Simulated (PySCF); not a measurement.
# N³⁺ (nitrogen, charge +3) across methods

[He] 2s2, closed-shell 1S. All numbers are calculated (PySCF 2.14, scalar relativity by spin-free X2C-1e, in ANO-R3 (4s4p2d1f, 33 functions)).

```csv
method,E (hartree),mean ε 1s (eV),mean ε 2s (eV),Σ⟨r²⟩ (bohr²),⟨S²⟩
PBE0,-51.1720,-461.46,-70.172,3.019,0.000
LDA,-50.7483,-446.98,-67.767,3.041,0.000
r2SCAN,-51.1887,-455.35,-68.497,3.033,0.000
M06,-51.2118,-461.73,-70.167,3.011,0.000
B97-3,-51.2223,-462.56,-70.434,3.007,0.000
TPSS,-51.2367,-453.79,-68.467,3.013,0.000
UHF,-51.11152,-493.26,-75.329,3.043,0.000
B3LYP,-51.2201,-459.98,-69.859,3.023,0.000
PBE,-51.1595,-450.64,-68.109,3.017,0.000
```
